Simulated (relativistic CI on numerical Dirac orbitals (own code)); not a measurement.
**Calculated levels, Cs⁷⁺**

Calculated at this level of theory: Dirac-Coulomb-Breit CI, separate exchange-only KLI orbitals for each configuration, model QED (radiative potential, 1s self-energy scaled to tabulated hydrogen-like ionisation energies), valence Slater integrals scaled by 0.9, configuration energies shifted to the measured levels that pair with them (semi-empirical) (own radial code, finite nucleus).

Configuration list (outside the closed core [Kr]): 4d¹⁰5s², 4d¹⁰5s5p, 4d¹⁰5p², 4d¹⁰5s4f, 4d¹⁰5s5d, 4d¹⁰4f5p, 4d¹⁰5s6s, 4d¹⁰5p5d, 4d¹⁰5s6p, 4d¹⁰5s5f, 4d⁹5s²5p, 4d¹⁰4f², 4d¹⁰5d², 4d¹⁰5s5g, 4d⁹5s²4f, 4d¹⁰4f5d, 4d¹⁰5f², 4d¹⁰5p5f, 4d¹⁰5g², 4d⁸5s²5p², 4d¹⁰5s6d, 4d¹⁰5p5g, 4d⁹5s5p², 4d¹⁰4f5f, 4d¹⁰5s7s, 4d¹⁰5s7p, 4d¹⁰5d5f, 4d¹⁰5s6f, 4d¹⁰4f5g, 4d⁹5s4f5p. Levels of other configurations are missing.

| No. | Configuration | Term | J | E (eV) | % | Next component (%) | Landé g | Lifetime (s) |
| --- | --- | --- | --- | --- | --- | --- | --- | --- |
| 1 | 4d¹⁰5s² | ¹S | 0 | 0.0000 | 98 | 1 4d¹⁰5p² ¹S |  |  |
| 2 | 4d¹⁰5s5p | ³P° | 0 | 13.2147 | 100 |  |  |  |
| 3 | 4d¹⁰5s5p | ³P° | 1 | 13.8388 | 96 | 4 ¹P° | 1.480 | 8.91e-09 |
| 4 | 4d¹⁰5s5p | ³P° | 2 | 15.8132 | 100 |  | 1.501 | 1.90e-02 |
| 5 | 4d¹⁰5s5p | ¹P° | 1 | 19.8304 | 94 | 4 ³P° | 1.020 | 1.15e-10 |
| 6 | 4d¹⁰5p² | ³P | 0 | 30.7060 | 88 | 11 ¹S |  | 1.52e-10 |
| 7 | 4d¹⁰5s4f | ³F° | 2 | 32.1610 | 100 |  | 0.665 | 1.10e-04 |
| 8 | 4d¹⁰5s4f | ³F° | 3 | 32.1937 | 100 |  | 1.083 | 1.34e-04 |
| 9 | 4d¹⁰5s4f | ³F° | 4 | 32.2421 | 100 |  | 1.250 | 1.94e-04 |
| 10 | 4d¹⁰5p² | ³P | 1 | 32.3962 | 99 | 1 4d⁹5s4f5p ³P | 1.501 | 1.24e-10 |
| 11 | 4d¹⁰5p² | ¹D | 2 | 32.6027 | 56 | 36 ³P | 1.183 | 2.49e-10 |
| 12 | 4d¹⁰5s4f | ¹F° | 3 | 33.1107 | 99 | 1 4d¹⁰5p5d ¹F° | 1.000 | 9.22e-05 |
| 13 | 4d¹⁰5p² | ³P | 2 | 34.9417 | 62 | 30 ¹D | 1.316 | 1.47e-10 |
| 14 | 4d¹⁰5p² | ¹S | 0 | 38.0888 | 85 | 11 ³P |  | 1.17e-10 |
| 15 | 4d¹⁰5s5d | ³D | 1 | 40.1251 | 98 | 1 4d¹⁰4f5p ³D | 0.499 | 5.18e-11 |
| 16 | 4d¹⁰5s5d | ³D | 2 | 40.2610 | 97 | 1 4d¹⁰4f5p ³D | 1.165 | 5.43e-11 |
| 17 | 4d¹⁰5s5d | ³D | 3 | 40.5114 | 98 | 1 4d¹⁰4f5p ³D | 1.334 | 6.07e-11 |
| 18 | 4d¹⁰5s5d | ¹D | 2 | 42.6471 | 77 | 10 4d¹⁰4f5p ¹D | 1.001 | 4.86e-11 |
| 19 | 4d¹⁰4f5p | ³G | 3 | 46.9731 | 57 | 37 ¹F | 0.864 | 3.71e-10 |
| 20 | 4d¹⁰4f5p | ³F | 3 | 47.3683 | 50 | 23 ³D | 1.105 | 2.99e-10 |
| 21 | 4d¹⁰4f5p | ³G | 4 | 47.4904 | 45 | 43 ³F | 1.131 | 3.32e-10 |
| 22 | 4d¹⁰4f5p | ³F | 2 | 47.6221 | 83 | 10 ³D | 0.739 | 2.33e-10 |
| 23 | 4d¹⁰4f5p | ³G | 3 | 49.2146 | 37 | 34 ¹F | 0.932 | 2.34e-10 |
| 24 | 4d¹⁰4f5p | ³F | 4 | 49.4371 | 53 | 46 ³G | 1.156 | 2.20e-10 |
| 25 | 4d¹⁰4f5p | ³G | 5 | 49.7559 | 100 |  | 1.200 | 2.23e-10 |
| 26 | 4d¹⁰4f5p | ³D | 3 | 50.1245 | 74 | 16 ³F | 1.263 | 1.72e-10 |
| 27 | 4d¹⁰4f5p | ³D | 2 | 50.3603 | 82 | 14 ³F | 1.092 | 1.56e-10 |
| 28 | 4d¹⁰4f5p | ³D | 1 | 50.6830 | 99 | 1 4d¹⁰5s5d ³D | 0.498 | 1.52e-10 |
| 29 | 4d¹⁰4f5p | ¹G | 4 | 50.9177 | 87 | 8 ³G | 1.013 | 2.25e-10 |
| 30 | 4d¹⁰5s6s | ³S | 1 | 51.5407 | 100 |  | 2.002 | 3.12e-11 |

Energies count from the lowest computed level; ° marks odd parity; lifetimes are radiative, by E1, M1, E2 decay to levels of this space only; some are left blank where a channel outside the calculation adds to the decay or the decay crosses a small, uncertain gap.

The mean weight of the leading LS term, summed over parents, in these 30 levels is 84 %, and that of the leading jj configuration (from the same eigenvectors) 86 %.

Configurations whose levels could be paired with our table of measured levels were shifted onto them, all but the ground configuration, by the median error of their levels; single terms can still be off by 1,000 to 2,000 cm⁻¹ or more, and rates follow the energies as ν³ (E1, M1) or ν⁵ (E2). The others borrow a shift and can be off by several thousand cm⁻¹ or more. Levels and lines within the n = 5 or 6 shells can be off by up to 10 % or somewhat more, and those that change n by about 2 %, since core polarisation is missing. 42 of the 51 excited levels that our extract of the measured tables holds in this range could be paired (the sources list more); they are missed by 542 cm⁻¹ on average and 2719 at most, after the shifts were fitted to these levels, and levels without a partner can miss by more. Levels that differ in their count of f electrons can be misplaced by several ten thousand cm⁻¹, since the correlation energy of f electrons is missing or only estimated; rates across such gaps can be off by orders of magnitude.

LS names give the leading component of a level, which can be under half, so a name can repeat, a term be missing and a line seem to break the LS rules.
